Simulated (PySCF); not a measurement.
Compound: CrO2Cl2 (singlet state).
SMILES: `[O]=[Cr](=[O])([Cl])[Cl]`

The closed-shell ground state was solved at several levels (PySCF, density fitting, gas phase, non-relativistic). Isolated species at its PBE0-D3(BJ)/def2-SVP geometry, gas phase.

| level | basis functions | total energy (Eh) | HOMO (eV) | LUMO (eV) | gap (eV) | dipole (D) |
| --- | --- | --- | --- | --- | --- | --- |
| PBE0/pcSseg-1 (pcSseg-2 on Cr) | 155 | -2114.7057 | -9.87 | -5.12 | 4.75 | 0.38 |
| B3LYP/pcSseg-1 (pcSseg-2 on Cr) | 155 | -2115.4544 | -9.58 | -5.29 | 4.29 | 0.47 |
| PBE/pcSseg-1 (pcSseg-2 on Cr) | 155 | -2114.7358 | -8.40 | -5.71 | 2.69 | 0.46 |

Problem. What might wB97X-D/def2-SVPD (134 basis functions) give for the same quantities?

Solution. Total energy -2114.7989 Eh, HOMO -11.68 eV, LUMO -3.62 eV, gap 8.06 eV, dipole 0.31 D.

Problem. Over all these levels, which gives the widest orbital gap and which the narrowest?

Solution. wB97X-D/def2-SVPD (range-separated hybrid) has the widest, 8.06 eV, and PBE/pcSseg-1 (pcSseg-2 on Cr) (GGA) the narrowest, 2.69 eV. Functional and basis both differ between the two, so the spread mixes both effects.

Problem. In the pcSseg-1 (pcSseg-2 on Cr) basis, how does the gap go with the fixed share of exact exchange?

Solution. PBE (0 %) 2.69 eV; B3LYP (20 %) 4.29 eV; PBE0 (25 %) 4.75 eV. Each rise in the share widens the gap here.

Problem. How far do the dipole and the HOMO energy spread over the levels?

Solution. The dipole runs from 0.31 to 0.47 D (mean 0.41 D) and the HOMO from -11.68 to -8.40 eV.

Note: wB97X-D ran without an empirical dispersion term, which enters the total energy and its gradient alone.
